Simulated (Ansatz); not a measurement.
Basis-set series for CH5ClOSeSi (`OC[SiH](Cl)[SeH]`). Total charge 0; spin multiplicity 1. All single points use the PBE0-D4/def2-TZVP geometry. It is one conformer, not always the lowest.

```
functional       basis  functions  energy (Eh)  HOMO (eV)  LUMO (eV)
   PBE0-D4    def2-SVP        121  -3266.35896      -7.22       0.04
   PBE0-D4  def2-TZVPP        264  -3267.05590      -7.34      -0.23
   ωB97M-V    def2-SVP        121  -3266.80894      -9.38       2.07
   ωB97M-V  def2-TZVPP        264  -3267.50810      -9.52       1.59
```

Q: Give the rows for def2-QZVPP. (Estimate.)

A: Computed: 
```tsv
functional	basis	functions	energy (Eh)	HOMO (eV)	LUMO (eV)
PBE0-D4	def2-QZVPP	493	-3267.13648	-7.37	-0.36
ωB97M-V	def2-QZVPP	493	-3267.58571	-9.55	1.16
```

Positive LUMOs are unbound and depend on the basis. Scalar relativity is left out up to krypton.
